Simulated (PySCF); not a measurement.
H2BeOSe, singlet, at a GFN2-xTB geometry (such geometries of metal compounds can be far from the true shape). Base run: CAMB3LYP/6-31G, TDDFT (PySCF).

Input for PySCF:
```python
from pyscf import gto, scf, dft, tdscf

mol = gto.Mole()
mol.atom = '''
    Be    0.85899398   -0.82775583   -0.20133823
    O     1.84116112   -1.72921378   -0.47189717
    H     2.52235624   -2.35227735   -0.66147927
    Se   -0.57142719    0.56986108    0.11670369
    H    -1.25909680    0.12173427    1.27408402
'''
mol.basis = '6-31g'
mol.verbose = 4
mol.build()

mf = dft.RKS(mol)
mf.xc = 'camb3lyp'
mf.kernel()
td = mf.TDDFT()
td.nstates = 5
td.kernel()
td.analyze()
```

Each row names what was changed in the base input (with any setting that the change needs).

```
change                                      first excitation (eV)  oscillator strength of the first  second (eV)  core-seconds (rough)
------------------------------------------  ---------------------  --------------------------------  -----------  --------------------
base                                                         5.70                             0.001         6.35                    30
functional = bhandhlyp                                       5.88                             0.001         6.55                    20
states = triplets; response = Tamm-Dancoff                   5.26                                 -         6.00                    20
functional = wb97x                                           5.89                             0.001         6.58                    30
functional = pbe0                                            5.65                             0.001         6.24                    10
functional = hf                                              6.46                             0.002         7.27                     3
guess vectors = 13 for 5 states                              5.70                             0.001         6.35                    30
response = Tamm-Dancoff                                      5.72                             0.001         6.36                    20
nstates = 15                                                 5.70                             0.001         6.35                    30
functional = blyp                                            5.15                             0.000         5.54                     7
nstates = 2                                                  5.70                             0.001         6.35                    20
```

An iterative solver can miss low states, so a row lists the states that it found.
